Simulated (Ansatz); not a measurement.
Start from `B[NH][GeH]([CH3])[F]` and change one atom or group to get `[CH3][GeH]([F])[Br]`.

Ansatz, PBE0-D4/def2-TZVP geometries, multiplicity 1. Each molecule was computed in one conformer, which needn't be the lowest.

Scalar relativity is left out up to krypton.

| property | `B[NH][GeH]([CH3])[F]` |
| --- | --- |
| HOMO–LUMO gap (ωB97M-V/def2-TZVPP) / eV | 12.70 |
| HOMO–LUMO gap (B3LYP/def2-TZVPP) / eV | 8.11 |
| HOMO energy (PBE0/def2-TZVPP) / eV | -8.72 |
| size of the dipole moment (PBE/def2-TZVPP) / D | 2.78 |
| ideal-gas entropy at 298 K and 1 bar (rigid rotor, harmonic PBE0-D4/def2-TZVP) / J/(mol·K) | 367 |
| HOMO–LUMO gap (PBE0/def2-TZVPP) / eV | 8.56 |

Q: Give the same properties after the change, and the shifts. (An estimate is asked.)

A: Ansatz gave: 
| property | `[CH3][GeH]([F])[Br]` | shift |
| --- | --- | --- |
| HOMO–LUMO gap (ωB97M-V/def2-TZVPP) / eV | 12.31 | -0.39 |
| HOMO–LUMO gap (B3LYP/def2-TZVPP) / eV | 7.58 | -0.53 |
| HOMO energy (PBE0/def2-TZVPP) / eV | -8.42 | 0.30 |
| size of the dipole moment (PBE/def2-TZVPP) / D | 2.74 | -0.04 |
| ideal-gas entropy at 298 K and 1 bar (rigid rotor, harmonic PBE0-D4/def2-TZVP) / J/(mol·K) | 347 | -20 |
| HOMO–LUMO gap (PBE0/def2-TZVPP) / eV | 8.16 | -0.40 |

With PBE0 the HOMO rises by 0.30 eV and the LUMO falls by 0.10 eV, so the gap narrows by about 0.40 eV. PBE moves the HOMO by 0.22 eV and ωB97M-V by 0.37 eV. The zero-point energy changes by -98.6 kJ/mol with -12 modes. Dipoles are sizes alone; their direction can turn. Modes under 60 cm⁻¹, often nearly free rotors, make the harmonic entropy too high.

B3LYP here is the variant with VWN-RPA as its local correlation; programs differ in this.

Spin–orbit coupling is left out; it splits and shifts lone-pair levels of the heavy atoms by tenths of an eV.
